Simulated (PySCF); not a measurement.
C4H11BrO3Si, SMILES CCO[Si](O)(Br)OCC. Coordinates come from a B3LYP-D3(BJ)/def2-SVP optimisation. Other conformers were not sampled.

Task: Give the equilibrium geometry at B3LYP-D3(BJ)/def2-SVP (PySCF confirms it by a frequency run) as a Z-matrix. (An estimate is asked for; the answer gives what the named calculation found.)

Result: One answer among several that fit: 
```
O
C 1 1.4243
H 2 1.1045 1 109.40
H 2 1.1052 3 107.43 1 118.86
C 2 1.5154 3 110.70 4 120.90
H 5 1.1008 2 110.52 3 61.18
H 5 1.1011 6 108.21 2 -121.20
H 5 1.1014 6 108.56 7 -117.54
Si 1 1.6376 2 126.54 3 61.32
O 9 1.6344 1 110.89 2 177.09
C 10 1.4243 9 127.70 1 -64.90
H 11 1.1017 10 106.48 9 -159.91
H 11 1.1051 12 107.25 10 -117.47
C 11 1.5196 12 110.65 13 -120.86
H 14 1.1003 11 110.85 12 179.28
H 14 1.1009 15 107.98 11 -121.15
H 14 1.1018 15 108.67 16 -117.49
O 9 1.6425 10 110.12 11 174.44
H 18 0.9644 9 117.58 10 -59.88
Br 9 2.2527 10 108.53 11 54.09
```
